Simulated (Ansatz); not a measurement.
Total energies of Zn₆O₁₀H₈ from Ansatz at PBE0-D4/def2-TZVP, gas phase (1 Eh = 27.2114 eV = 2625.5 kJ/mol). The reference geometry is relaxed at PBE-D4/def2-SVP.

```xyz
24

Zn    0.948    0.343   -1.568
Zn   -1.755    0.134    1.552
Zn    1.044   -0.302    1.969
Zn    0.173    2.002    0.586
Zn   -1.609   -0.778   -1.116
Zn   -0.157   -2.187    0.899
O     2.274   -0.983   -1.407
O    -0.722   -0.010   -2.678
O     1.793   -1.911    1.107
O    -0.176    0.057    0.095
O     1.020    2.334   -1.145
O     1.482    1.589    2.060
O    -1.145   -2.690   -0.697
O    -3.072   -0.281    0.101
O    -0.691   -1.154    2.498
O    -1.534    2.134    1.574
H     3.184   -0.697   -1.598
H    -0.599   -0.611   -3.435
H     2.102   -1.621    0.185
H     0.467    2.839   -1.770
H     2.411    1.781    1.835
H    -0.507   -3.033   -1.353
H    -3.538    0.536   -0.158
H    -1.391    2.509    2.463
```

```csv
state,geometry,energy (Eh)
charge 0 singlet,reference,-11431.97358
charge 1 doublet,reference,-11431.66097
charge 1 doublet,relaxed at PBE-D4/def2-SVP,-11431.70094
charge -1 doublet,reference,-11431.99506
free Zn atom (singlet),–,-1779.14424
free O atom (triplet),–,-75.01860
free H atom (doublet),–,-0.50104
```

Single mean-field runs in def2-TZVP are fitted with def2-universal-jkfit.

Question: Work out the vertical ionisation energy to the doublet.

Answer: E(charge 1 doublet) − E(charge 0 singlet) = -11431.66097 − (-11431.97358) = 0.31261 Eh = 8.51 eV. For comparison, −ε of the highest occupied level is 7.00 eV at this level, 1.51 eV less.

Question: Work out the vertical electron affinity, to the doublet.

Answer: E(charge 0 singlet) − E(charge -1 doublet) = -11431.97358 − (-11431.99506) = 0.02148 Eh = 0.58 eV. The basis lacks diffuse functions, which makes affinities too small.

Question: Give the fundamental gap IE − EA, the Mulliken electronegativity (IE + EA)/2 and the hardness (IE − EA)/2.

Answer: From the values in Eh: IE − EA = 0.31261 − 0.02148 = 0.29113 Eh = 7.92 eV; (IE + EA)/2 = 4.55 eV; (IE − EA)/2 = 3.96 eV. The HOMO–LUMO gap of the same run is 5.26 eV, 2.66 eV smaller than the fundamental gap.

Question: How much does the charge 1 doublet relax, and what is the adiabatic ionisation energy?

Answer: Relaxation: -11431.66097 − (-11431.70094) = 0.03997 Eh = 1.09 eV. Adiabatic ionisation energy: 0.27264 Eh = 7.42 eV, without zero-point energy. 

Question: What is the binding energy per atom against free atoms?

Answer: Atoms: 6 × (-1779.14424) + 10 × (-75.01860) + 8 × (-0.50104) = -11429.05976 Eh. Binding: -11429.05976 − (-11431.97358) = 2.91382 Eh = 79.29 eV, or 3.30 eV for each of 24 atoms (no zero-point energy, no counterpoise term).

At PBE0-D4/def2-TZVP the highest occupied level of the charge -1 doublet lies above zero (up to 0.63 eV). By energy differences its removal costs 0.58 eV (vertical, to the charge 0 singlet, at PBE0-D4/def2-TZVP); self-interaction error and the lack of diffuse functions both raise the level.
